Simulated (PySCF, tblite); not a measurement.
Isomers of C3H9F3OSi2. Method: GFN2-xTB as coded in tblite; computed harmonic values from a numerical Hessian at the method's own geometry, unscaled. Against measured fundamentals such values can be off by several per cent, at times by over 20. Modes of hydrogen on silicon can be 10 to 20 % off. One conformer each.

Electronic energies: PBE0/pcSseg-1 single points on the GFN2-xTB geometries (PySCF, gas phase).

| SMILES | electronic energy, lowest = 0 (kJ/mol) |
| --- | --- |
| C[Si@@H](CO[SiH3])C(F)(F)F | 209.3 |
| C[SiH](C)O[SiH2]C(F)(F)F | 0.0 |
| O[SiH2]C[SiH2]CC(F)(F)F | 93.6 |

Q: How do GFN2-xTB zero-point energies change the relative energies?

A: 
```csv
SMILES,ZPE (kJ/mol),of it from modes above 1550 cm⁻¹,electronic (kJ/mol),"with ZPE, lowest = 0 (kJ/mol)",lowest mode (cm⁻¹),rings
C[SiH](C)O[SiH2]C(F)(F)F,303.6,150.3,0.0,0.0,10,0
O[SiH2]C[SiH2]CC(F)(F)F,299.6,147.9,93.6,89.6,15,0
C[Si@@H](CO[SiH3])C(F)(F)F,296.2,143.5,209.3,201.8,20,0
```

The zero-point energies span 7.4 kJ/mol, from `C[Si@@H](CO[SiH3])C(F)(F)F` to `C[SiH](C)O[SiH2]C(F)(F)F`. The order is unchanged.

Q: And how do the electronic energies of GFN2-xTB itself compare?

A: `C[SiH](C)O[SiH2]C(F)(F)F` 0.0; `O[SiH2]C[SiH2]CC(F)(F)F` 116.9; `C[Si@@H](CO[SiH3])C(F)(F)F` 166.1 kJ/mol, lowest = 0. Against the energies above, taken from the same isomer `C[SiH](C)O[SiH2]C(F)(F)F`, the largest difference is 43.2 kJ/mol.
